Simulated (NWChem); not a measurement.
System: C3H8As, doublet; SMILES [AsH2][C](C)C

NWChem printed, in part:

```
             Northwest Computational Chemistry Package (NWChem) 7.3.0
             --------------------------------------------------------

 CS  symmetry detected

                             Geometry "geometry" -> ""
                             -------------------------

 Output coordinates in angstroms (scale by  1.889725989 to convert to a.u.)

  No.       Tag          Charge          X              Y              Z
 ---- ---------------- ---------- -------------- -------------- --------------
    1 C                    6.0000    -0.03941444     1.64460420     1.28071300
    2 C                    6.0000     0.12042180     0.89794930     0.00000000
    3 C                    6.0000    -0.03941444     1.64460420    -1.28071300
    4 As                  33.0000    -0.05014025    -1.02221697     0.00000000
    5 H                    1.0000    -1.08657560     1.97174312     1.44543300
    6 H                    1.0000     0.57123444     2.56550276     1.27315400
    7 H                    1.0000     0.25711319     1.05375151     2.16092000
    8 H                    1.0000     0.57123444     2.56550276    -1.27315400
    9 H                    1.0000    -1.08657560     1.97174312    -1.44543300
   10 H                    1.0000     0.25711319     1.05375151    -2.16092000
   11 H                    1.0000     0.96076327    -1.28589055    -1.11367400
   12 H                    1.0000     0.96076327    -1.28589055     1.11367400

 Effective nuclear repulsion energy (a.u.)     255.2349477086

      Symmetry information
      --------------------

 Group name             Cs
 Group number              2
 Group order               2
 No. of unique centers     7

  xc_inp: hfexch multiplicative factor not found.

                                 NWChem DFT Module
                                 -----------------

 Summary of "ao basis" -> "ao basis" (spherical)
 ------------------------------------------------------------------------------
       Tag                 Description            Shells   Functions and Types
 ---------------- ------------------------------  ------  ---------------------
 C                           sto-3g                  3        5   2s1p
 As                          sto-3g                  8       18   4s3p1d
 H                           sto-3g                  1        1   1s

      Symmetry analysis of basis
      --------------------------

        a'         26
        a"         15

            General Information
            -------------------
          SCF calculation type: DFT
          Wavefunction type:  spin polarized.
          No. of atoms     :    12
          No. of electrons :    59
           Alpha electrons :    30
            Beta electrons :    29
          Charge           :     0
          Spin multiplicity:     2
          Use of symmetry is: on ; symmetry adaption is: on
          Maximum number of iterations: 150
          AO basis - number of functions:    41
                     number of shells:    25
          Convergence on energy requested:  1.00D-06
          Convergence on density requested:  1.00D-05
          Convergence on gradient requested:  5.00D-04

              XC Information
              --------------
                     Hartree-Fock (Exact) Exchange  1.000

      Superposition of Atomic Density Guess
      -------------------------------------

 Sum of atomic energies:       -2324.46061847

      Non-variational initial energy
      ------------------------------

 Total energy =   -2325.010001
 1-e energy   =   -3767.777801
 2-e energy   =    1187.532853
 HOMO         =       0.093629
 LUMO         =       0.360106

   Symmetry analysis of molecular orbitals - initial alpha
   -------------------------------------------------------

  Numbering of irreducible representations:

     1 a'          2 a"

  Orbital symmetries:

     1 a'          2 a'          3 a"          4 a'          5 a'
     6 a'          7 a"          8 a'          9 a'         10 a'
    11 a"         12 a'         13 a'         14 a"         15 a"
    16 a'         17 a'         18 a'         19 a"         20 a'
    21 a'         22 a'         23 a'         24 a"         25 a"
    26 a"         27 a"         28 a'         29 a'         30 a'
    31 a"         32 a'         33 a'         34 a'         35 a"
    36 a'         37 a"         38 a"         39 a'         40 a'

   Symmetry analysis of molecular orbitals - initial beta
   ------------------------------------------------------

  Numbering of irreducible representations:

     1 a'          2 a"

  Orbital symmetries:

     1 a'          2 a'          3 a"          4 a'          5 a'
     6 a'          7 a"          8 a'          9 a'         10 a'
    11 a"         12 a'         13 a'         14 a"         15 a"
    16 a'         17 a'         18 a'         19 a"         20 a'
    21 a'         22 a'         23 a'         24 a"         25 a"
    26 a"         27 a"         28 a'         29 a'         30 a'
    31 a"         32 a'         33 a'         34 a'         35 a"
    36 a'         37 a"         38 a"         39 a'         40 a'

     ---------------------------------------------
      Total Density - Mulliken Population Analysis
     ---------------------------------------------

    Atom       Charge   Shell Charges
 -----------   ------   -------------------------------------------------------
    1 C    6     6.11   1.99  1.29  2.83
    2 C    6     6.13   1.99  1.37  2.77
    3 C    6     6.11   1.99  1.29  2.83
    4 As  33    32.78   2.00  2.00  6.00  2.00  5.95  1.71  3.13  9.99
    5 H    1     0.96   0.96
    6 H    1     0.96   0.96
    7 H    1     0.96   0.96
    8 H    1     0.96   0.96
    9 H    1     0.96   0.96
   10 H    1     0.96   0.96
   11 H    1     1.06   1.06
   12 H    1     1.06   1.06

     --------------------------------------------
      Spin Density - Mulliken Population Analysis
     --------------------------------------------

    Atom       Charge   Shell Charges
 -----------   ------   -------------------------------------------------------
    1 C    6     0.00   0.00  0.00  0.00
    2 C    6     0.76   0.00  0.01  0.75
    3 C    6     0.00   0.00  0.00  0.00
    4 As  33     0.06   0.00  0.00  0.00  0.00  0.00  0.01  0.05  0.00
    5 H    1     0.05   0.05
    6 H    1     0.02   0.02
    7 H    1     0.00   0.00
    8 H    1     0.02   0.02
    9 H    1     0.05   0.05
   10 H    1     0.00   0.00
   11 H    1     0.02   0.02
   12 H    1     0.02   0.02

   convergence    iter        energy       DeltaE   RMS-Dens  Diis-err
 ---------------- ----- ----------------- --------- --------- ---------
 d= 0,ls=0.0,diis     1  -2326.0786779028 -2.58D+03  6.37D-03  2.83D-02
                                                     5.98D-03  3.64D-02
 d= 0,ls=0.0,diis     2  -2326.1153186069 -3.66D-02  2.70D-03  3.43D-03
                                                     2.72D-03  3.97D-03
 d= 0,ls=0.0,diis     3  -2326.1207145743 -5.40D-03  8.24D-04  3.12D-04
                                                     8.05D-04  4.24D-04
 d= 0,ls=0.0,diis     4  -2326.1213302234 -6.16D-04  7.80D-04  1.10D-04
                                                     7.09D-04  9.32D-05
 d= 0,ls=0.0,diis     5  -2326.1215882048 -2.58D-04  3.45D-04  1.14D-05
                                                     3.26D-04  1.45D-05
  Resetting Diis
 d= 0,ls=0.0,diis     6  -2326.1216266717 -3.85D-05  8.60D-05  9.16D-07
                                                     1.01D-04  1.46D-06
 d= 0,ls=0.0,diis     7  -2326.1216299221 -3.25D-06  1.21D-05  1.29D-07
                                                     1.24D-05  1.55D-07
 d= 0,ls=0.0,diis     8  -2326.1216301291 -2.07D-07  1.91D-05  5.71D-08
                                                     1.90D-05  5.96D-08
 d= 0,ls=0.0,diis     9  -2326.1216302858 -1.57D-07  4.89D-06  5.67D-09
                                                     4.49D-06  4.52D-09

         Total DFT energy =    -2326.121630285774
      One electron energy =    -3764.666073682885
           Coulomb energy =     1284.413886783680
    Exchange-Corr. energy =     -101.104391095154
 Nuclear repulsion energy =      255.234947708585

 Numeric. integr. density =        0.000000000000

                  Occupations of the irreducible representations
                  ----------------------------------------------

                     irrep           alpha         beta
                     --------     --------     --------
                     a'               20.0         19.0
                     a"               10.0         10.0

                    DFT Final Alpha Molecular Orbital Analysis
                    ------------------------------------------

 Vector   28  Occ=1.000000D+00  E=-3.927064D-01  Symmetry=a'
              MO Center=  1.6D-01,  4.0D-01, -9.7D-16, r^2= 3.3D+00
   Bfn.  Coefficient  Atom+Function         Bfn.  Coefficient  Atom+Function
  ----- ------------  ---------------      ----- ------------  ---------------
     9      0.471850   2 C  py               27     -0.353211   4 As py
    26      0.253375   4 As px               40      0.238379  11 H  s
    41      0.238379  12 H  s                 4     -0.230548   1 C  py
    14     -0.230548   3 C  py               35     -0.224889   6 H  s
    37     -0.224889   8 H  s                25     -0.181714   4 As s

 Vector   29  Occ=1.000000D+00  E=-3.368347D-01  Symmetry=a'
              MO Center= -1.6D-01,  3.4D-01,  2.7D-16, r^2= 3.0D+00
   Bfn.  Coefficient  Atom+Function         Bfn.  Coefficient  Atom+Function
  ----- ------------  ---------------      ----- ------------  ---------------
     8      0.632140   2 C  px               26      0.401030   4 As px
    25     -0.353669   4 As s                34      0.244731   5 H  s
    38      0.244731   9 H  s                27      0.206231   4 As py
     9     -0.197432   2 C  py                7      0.171022   2 C  s
     3     -0.146216   1 C  px               13     -0.146216   3 C  px

 Vector   30  Occ=1.000000D+00  E=-2.309000D-01  Symmetry=a'
              MO Center= -1.6D-01, -2.6D-01, -2.6D-16, r^2= 3.0D+00
   Bfn.  Coefficient  Atom+Function         Bfn.  Coefficient  Atom+Function
  ----- ------------  ---------------      ----- ------------  ---------------
     8      0.640716   2 C  px               26     -0.508629   4 As px
    25      0.468468   4 As s                27     -0.306630   4 As py
    40     -0.213610  11 H  s                41     -0.213610  12 H  s
    34      0.156540   5 H  s                38      0.156540   9 H  s
    22      0.154724   4 As px                9      0.143401   2 C  py

 Vector   31  Occ=0.000000D+00  E= 4.053195D-01  Symmetry=a'
              MO Center= -1.1D-02, -4.9D-01, -5.2D-15, r^2= 2.4D+00
   Bfn.  Coefficient  Atom+Function         Bfn.  Coefficient  Atom+Function
  ----- ------------  ---------------      ----- ------------  ---------------
    27      1.003026   4 As py                7     -0.663183   2 C  s
     9      0.549946   2 C  py               26     -0.350563   4 As px
    40      0.270648  11 H  s                41      0.270648  12 H  s
    23     -0.243141   4 As py                8      0.168524   2 C  px
     5     -0.167485   1 C  pz               15      0.167485   3 C  pz

 Vector   32  Occ=0.000000D+00  E= 4.092505D-01  Symmetry=a"
              MO Center=  2.7D-01, -1.0D+00,  4.3D-15, r^2= 2.2D+00
   Bfn.  Coefficient  Atom+Function         Bfn.  Coefficient  Atom+Function
  ----- ------------  ---------------      ----- ------------  ---------------
    28      1.045578   4 As pz               40      0.679484  11 H  s
    41     -0.679484  12 H  s                24     -0.252352   4 As pz
     2     -0.113474   1 C  s                12      0.113474   3 C  s
     5      0.109135   1 C  pz               15      0.109135   3 C  pz
    10      0.088948   2 C  pz               20      0.079361   4 As pz

 Vector   33  Occ=0.000000D+00  E= 5.531275D-01  Symmetry=a'
              MO Center=  6.5D-01, -7.8D-01,  5.5D-16, r^2= 2.3D+00
   Bfn.  Coefficient  Atom+Function         Bfn.  Coefficient  Atom+Function
  ----- ------------  ---------------      ----- ------------  ---------------
    25      0.920591   4 As s                26      0.861629   4 As px
    40     -0.755571  11 H  s                41     -0.755571  12 H  s
     7     -0.540305   2 C  s                 9      0.254194   2 C  py
    22     -0.195168   4 As px               27      0.193096   4 As py
     2      0.163052   1 C  s                12      0.163052   3 C  s

                     DFT Final Beta Molecular Orbital Analysis
                     -----------------------------------------

 Vector   27  Occ=1.000000D+00  E=-4.191063D-01  Symmetry=a"
              MO Center=  4.8D-01, -6.9D-01,  6.1D-16, r^2= 3.0D+00
   Bfn.  Coefficient  Atom+Function         Bfn.  Coefficient  Atom+Function
  ----- ------------  ---------------      ----- ------------  ---------------
    28      0.461228   4 As pz               40     -0.441396  11 H  s
    41      0.441396  12 H  s                10     -0.216215   2 C  pz
     5      0.164550   1 C  pz               15      0.164550   3 C  pz
    24     -0.162525   4 As pz                4      0.128224   1 C  py
    14     -0.128224   3 C  py                2     -0.075666   1 C  s

 Vector   28  Occ=1.000000D+00  E=-3.751423D-01  Symmetry=a'
              MO Center=  1.3D-01,  1.6D-01,  5.5D-13, r^2= 3.2D+00
   Bfn.  Coefficient  Atom+Function         Bfn.  Coefficient  Atom+Function
  ----- ------------  ---------------      ----- ------------  ---------------
     9      0.414867   2 C  py               27     -0.403619   4 As py
    26      0.299677   4 As px               40      0.253967  11 H  s
    41      0.253967  12 H  s                25     -0.233902   4 As s
     4     -0.217256   1 C  py               14     -0.217256   3 C  py
    35     -0.185981   6 H  s                37     -0.185981   8 H  s

 Vector   29  Occ=1.000000D+00  E=-2.772512D-01  Symmetry=a'
              MO Center= -3.2D-01, -1.0D+00,  1.3D-14, r^2= 1.9D+00
   Bfn.  Coefficient  Atom+Function         Bfn.  Coefficient  Atom+Function
  ----- ------------  ---------------      ----- ------------  ---------------
    26      0.647108   4 As px               25     -0.530463   4 As s
    27      0.403335   4 As py                9     -0.237377   2 C  py
    22     -0.198202   4 As px               40      0.162972  11 H  s
    41      0.162972  12 H  s                 7      0.133678   2 C  s
    23     -0.125443   4 As py               21      0.093139   4 As s

 Vector   30  Occ=0.000000D+00  E= 3.034366D-01  Symmetry=a'
              MO Center=  1.8D-01,  7.1D-01, -3.3D-14, r^2= 2.2D+00
   Bfn.  Coefficient  Atom+Function         Bfn.  Coefficient  Atom+Function
  ----- ------------  ---------------      ----- ------------  ---------------
     8      0.839714   2 C  px               27     -0.316115   4 As py
    34      0.268064   5 H  s                38      0.268064   9 H  s
     7      0.255646   2 C  s                40     -0.247448  11 H  s
    41     -0.247448  12 H  s                25      0.179478   4 As s
    35     -0.155142   6 H  s                37     -0.155142   8 H  s

 Vector   31  Occ=0.000000D+00  E= 4.122703D-01  Symmetry=a"
              MO Center=  2.9D-01, -1.0D+00, -2.0D-15, r^2= 2.2D+00
   Bfn.  Coefficient  Atom+Function         Bfn.  Coefficient  Atom+Function
  ----- ------------  ---------------      ----- ------------  ---------------
    28      1.036770   4 As pz               40      0.688891  11 H  s
    41     -0.688891  12 H  s                24     -0.249175   4 As pz
     2     -0.107426   1 C  s                12      0.107426   3 C  s
     5      0.105094   1 C  pz               15      0.105094   3 C  pz
    10      0.092256   2 C  pz               20      0.078353   4 As pz

[...]
```

Level: UHF/STO-3G. In the optimisation the excess spin sits in a' (Cs, its own frame). The geometry was optimised at PBE0/def2-SVP, spin-unrestricted. No stability test was run on the SCF state.

### Question
Which NWChem input produces such a log?

### Answer
One answer among several that fit: the input that was run:
```
start job
memory heap 200 mb stack 900 mb global 1100 mb
geometry units angstroms noautoz
  C     -0.059400    -1.641697     1.280713
  C      0.109720    -0.897090     0.000000
  C     -0.059400    -1.641697    -1.280713
  As    -0.036922     1.025051     0.000000
  H     -1.110553    -1.955773     1.445433
  H      0.539736    -2.570127     1.273154
  H      0.244461    -1.054582     2.160920
  H      0.539736    -2.570127    -1.273154
  H     -1.110553    -1.955773    -1.445433
  H      0.244461    -1.054582    -2.160920
  H      0.977186     1.276118    -1.113674
  H      0.977186     1.276118     1.113674
end
basis spherical
  * library sto-3g
end
dft
  odft
  mult 2
  xc hfexch
  iterations 150
  mulliken
end
task dft energy
```
